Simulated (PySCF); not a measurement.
Gas-phase reaction: 2 Sb(CH3)3 + 6 CH → 2 Sb + 3 C4H8 (isobutene)

Energies from PySCF (xtb for GFN2), thermal terms from the rigid-rotor harmonic-oscillator model, ideal gas at 1 bar. † marks an energy on the PBE0/def2-TZVP geometry and frequencies; other levels use their own. Open shells (unrestricted): CH (multiplicity 2), Sb (multiplicity 4); the rest are closed-shell singlets. GFN2 has no spin-polarisation term. Spin-orbit splitting is ignored; it lowers the true energy and changes the entropy of CH. Sb: scalar-relativistic def2 core potential, no spin-orbit coupling. Warning, spin contamination: CH (BLYP/def2-TZVP†, M06-2X/def2-TZVP†, PBE0/def2-TZVP, r2SCAN/def2-TZVP†, LDA/def2-TZVP†, ωB97M-V/def2-TZVP†, ωB97X-V/def2-TZVP†).

```tsv
level	ΔH°(298 K), kJ
BLYP/def2-TZVP†	-3048
GFN2-xTB	…
M06-2X/def2-TZVP†	-3294
PBE0/def2-TZVP	…
r2SCAN/def2-TZVP†	-3192
LDA/def2-TZVP†	-3638
ωB97M-V/def2-TZVP†	…
ωB97X-V/def2-TZVP†	…
```

### Question
Fill in the missing entries.

### Answer

- GFN2-xTB, ΔH°(298 K), kJ: -3776
- PBE0/def2-TZVP, ΔH°(298 K), kJ: -3242
- ωB97M-V/def2-TZVP†, ΔH°(298 K), kJ: -3148
- ωB97X-V/def2-TZVP†, ΔH°(298 K), kJ: -3094
